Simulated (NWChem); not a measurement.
Species: WNH$_{3}$SO$_{2}$; SMILES [OH][W](=[O])(=[S])[NH2]

```xyz
8

W      0.0094     0.1518     0.0341
O      0.0050     0.6749     1.6518
S      0.0412    -1.9937    -0.0528
O      1.4997     0.8671    -0.8724
H      2.3265     1.2048    -0.5130
N     -1.6294     0.7613    -0.7836
H     -2.1699     1.5436    -0.4223
H     -2.1473     0.2526    -1.4953
```
Atoms are numbered in this order, from 1.

All runs: NWChem. Geometry: optimised at PBE0/def2-SVP. No frequency run checked for a minimum. def2 effective core potentials on W; no spin-orbit coupling.

Q: Predict the results for LDA (Slater exchange, PW92)/def2-SVP. Quantities: highest occupied level (eV); orbital gap (eV); dipole (D).

A: The highest occupied level (eV) is -6.14, the orbital gap (eV) comes out as 3.35 and the dipole (D) is 3.66.
